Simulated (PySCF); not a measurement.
# Excitation energy of Ar+ by level of theory

Ar+ [Ne] 3s2 3p5 (2P) → Ar+ [Ne] 3s1 3p6 (2S), as a difference of total energies. Computed with PySCF 2.14 in aug-cc-pVQZ-DK, with scalar relativity by spin-free X2C-1e. Correlated levels: valence: [Ne] frozen. The calculations carry no spin-orbit coupling.

```csv
method,excitation energy (cm⁻¹)
UHF,151500
LDA,115780
PBE,118220
PBE0,126560
r2SCAN,125830
PBEsol,117400
BHandHLYP,134350
wB97X,126500
TPSS,121500
ROHF,151000
MP2 (valence),128540
SCS-MP2 (valence),126170
```

Errors of the correlated levels include the incompleteness of this basis and the frozen core.

For comparison: 108240 cm⁻¹ (measured; NIST levels, between the centres of gravity of the two terms).
